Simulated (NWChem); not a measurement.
System: SiBrF$_{3}$; SMILES F[Si](F)(Br)F

Results from NWChem. Coordinates come from a B3LYP/6-31G* (spherical d) optimisation. Level: M06-2X/def2-SVP with SMD (1 M gas to 1 M solution), gas-phase geometry. Reactions with the solvent are ignored.

| solvent | dielectric constant | solvation free energy (kcal/mol) | cavity-dispersion-structure term (kcal/mol) | dipole in solution (D) |
|---|---|---|---|---|
| water | 78.4 | 0.8 | 2.0 | 0.73 |
| acetone | 20.5 | -2.3 | -1.1 | 0.73 |
| 2-propanol | 19.3 | -2.5 | -1.3 | 0.73 |
| n-hexane | 1.88 | -2.1 | -1.5 | 0.70 |
| ethanol | 24.9 | -2.4 | -1.2 | 0.73 |
| cyclohexane | 2.02 | -1.8 | -1.2 | 0.70 |
